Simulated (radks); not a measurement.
Results of a calculation; reference values are marked as such.
Task: Ionisation of Tm53+, [Ne] 3s2 3p4, to Tm54+, [Ne] 3s2 3p3, under several functionals. Scalar-relativistic Kohn-Sham, spin-polarised, spherical densities, finite nucleus; open shells are filled with parallel spins first (spin-orbit coupling, left out, can overturn this in heavy ions); a radial shooting solver on a logarithmic mesh with Libxc functionals. Known Delta-SCF values: Wu-Cohen GGA 5111.3 eV; r2SCAN 5107.5 eV; MS2 meta-GGA 5106.9 eV. What does revPBE give, and what is its highest occupied eigenvalue?

Result: 5110.0 eV by Delta-SCF; the 3p eigenvalue is -5058.8 eV. NIST: 5044 eV (theoretical).
